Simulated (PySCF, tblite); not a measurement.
Isomers of C6H9FO2Si. Computed values, GFN2-xTB/tblite, gas phase, harmonic and unscaled. This tight-binding method is rough: wavenumbers can miss measured ones by several per cent, in bad cases by 10 to 20. Modes of hydrogen on silicon can be 10 to 20 % off. One conformer each.

Electronic energies: PBE0/pcSseg-1 single points on the GFN2-xTB geometries (PySCF, gas phase).

| SMILES | electronic energy, lowest = 0 (kcal/mol) |
| --- | --- |
| CC#C[SiH2]O[C@@H]1C[C@H](F)O1 | 20.4 |
| O=C(O)C1=C[C@@H]1CC[SiH2]F | 0.0 |
| C=CCC1=C(O[SiH2]O)[C@H]1F | 19.0 |
| O=C(O)C1=C[C@H]1[SiH2]CCF | 39.6 |

Problem. How do GFN2-xTB zero-point energies change the relative energies?

Solution. 
| SMILES | ZPE (kcal/mol) | of it from modes above 1550 cm⁻¹ | electronic (kcal/mol) | with ZPE, lowest = 0 (kcal/mol) | lowest mode (cm⁻¹) | rings |
| --- | --- | --- | --- | --- | --- | --- |
| O=C(O)C1=C[C@@H]1CC[SiH2]F | 84.5 | 42.6 | 0.0 | 0.0 | 27 | 1 |
| C=CCC1=C(O[SiH2]O)[C@H]1F | 83.3 | 43.2 | 19.0 | 17.7 | 17 | 1 |
| CC#C[SiH2]O[C@@H]1C[C@H](F)O1 | 84.4 | 39.6 | 20.4 | 20.3 | 16 | 1 |
| O=C(O)C1=C[C@H]1[SiH2]CCF | 83.6 | 42.3 | 39.6 | 38.6 | 24 | 1 |

The zero-point energies span 1.2 kcal/mol, from `C=CCC1=C(O[SiH2]O)[C@H]1F` to `O=C(O)C1=C[C@@H]1CC[SiH2]F`. The order is unchanged.

Problem. And how do the electronic energies of GFN2-xTB itself compare?

Solution. `O=C(O)C1=C[C@@H]1CC[SiH2]F` 10.0; `C=CCC1=C(O[SiH2]O)[C@H]1F` 0.0; `CC#C[SiH2]O[C@@H]1C[C@H](F)O1` 9.3; `O=C(O)C1=C[C@H]1[SiH2]CCF` 58.7 kcal/mol, lowest = 0. Against the energies above, taken from the same isomer `O=C(O)C1=C[C@@H]1CC[SiH2]F`, the largest difference is 29.0 kcal/mol.
